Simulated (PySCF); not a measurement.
A PySCF script (with the pyscf-properties extension) for the spin–spin couplings of SMILES [BH2][GeH2][C]#C, C$_{2}$H$_{5}$BGe, on a PBE0-D3(BJ)/def2-SVP geometry:

```python
import basis_set_exchange as bse
import numpy as np
from pyscf import gto, dft
from pyscf.data import nist
from pyscf.prop import ssc

atoms = """
B    -1.548484    1.016376    0.107979
Ge   -0.515993   -0.754865   -0.130852
C     1.336028   -0.354230    0.101441
C     2.503597   -0.054577    0.266836
H    -1.256155    1.956482   -0.589690
H    -2.429374    1.145441    0.922485
H    -0.878327   -1.868780    0.866918
H    -0.690761   -1.309857   -1.559837
H     3.537299    0.206981    0.408277
"""
names = {"B": "pcJ-1", "Ge": "pcSseg-1", "C": "pcJ-1", "H": "pcJ-1"}
basis = {el: gto.basis.parse(bse.get_basis(n, elements=[el], fmt="nwchem")) for el, n in names.items()}
mol = gto.M(atom=atoms, basis=basis, charge=0, verbose=0)
mf = dft.RKS(mol, xc="B3LYP")
mf.grids.level = 2
mf.grids.alignment = dft.numint.BLKSIZE   # the property module wants whole blocks of grid points
mf.conv_tol = 1e-9
mf.kernel()

sc = ssc.RKS(mf)
sc.with_fcsd = True   # Fermi contact and spin-dipole together
sc.max_cycle_cphf = 60
g = {"B": 1.7924326, "C": 1.4048236, "H": 5.58569468}   # nuclear g factors of 11B, 13C, 1H
sc.nuc_pair = [(i, j) for i in range(mol.natm) for j in range(i + 1, mol.natm)
               if mol.atom_pure_symbol(i) in g and mol.atom_pure_symbol(j) in g]
K = sc.kernel()
unit = nist.HARTREE2J / nist.PLANCK * (0.5 * nist.E_MASS / nist.PROTON_MASS) ** 2
for (i, j), k in zip(sc.nuc_pair, K):
    a, b = mol.atom_pure_symbol(i), mol.atom_pure_symbol(j)
    J = unit * g[a] * g[b] * np.trace(k) / 3
    if abs(J) >= 1:
        print("%s%d %s%d %8.1f Hz" % (a, i, b, j, J))
```

Q: Give the expected output.

A: 
```
B0 C2      3.9 Hz
B0 C3      2.3 Hz
B0 H4    146.5 Hz
B0 H5    145.2 Hz
B0 H6      8.5 Hz
B0 H7      9.6 Hz
B0 H8     -1.1 Hz
C2 C3    173.1 Hz
C2 H5      3.9 Hz
C2 H6      8.5 Hz
C2 H8     46.5 Hz
C3 H6      4.6 Hz
C3 H7      4.6 Hz
C3 H8    263.2 Hz
H4 H6     11.6 Hz
H4 H7     -1.8 Hz
H5 H7      3.0 Hz
H6 H7      7.6 Hz
H6 H8     -2.4 Hz
H7 H8     -3.4 Hz
```

These numbers come from an equivalent density-fitted implementation of the same equations, which agrees with the script to about 0.1 Hz, so last digits may differ.

Size and cost of the density-fitted run: 172 basis functions, 49 s wall time on 1 thread of an Arm Neoverse N1, shared host; peak memory 0.81 GiB.
